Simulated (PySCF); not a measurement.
A structure optimised at B3LYP-D3(BJ)/def2-SVP, used in a PySCF frequency run:

```
C
H 1 1.1098
C 1 1.5342 2 107.83
H 3 1.1018 1 112.22 2 58.82
H 3 1.1038 4 107.19 1 -122.80
H 3 1.1055 4 107.53 5 -114.46
C 1 1.5342 2 107.83 3 -121.29
H 7 1.1018 1 112.22 2 -58.82
H 7 1.1038 8 107.19 1 122.80
H 7 1.1055 8 107.53 9 114.46
Ga 1 2.0004 2 102.48 3 119.36
H 11 1.5816 1 120.38 2 -89.08
H 11 1.5816 12 119.22 1 -178.19
```

### Question
Write its SMILES, formula and point group.

### Answer
C[CH](C)[GaH2], C3H9Ga, Cs

### Question
What are its rotational constants (standard atomic weights)?

### Answer
7.5673, 2.7291, 2.1319 GHz
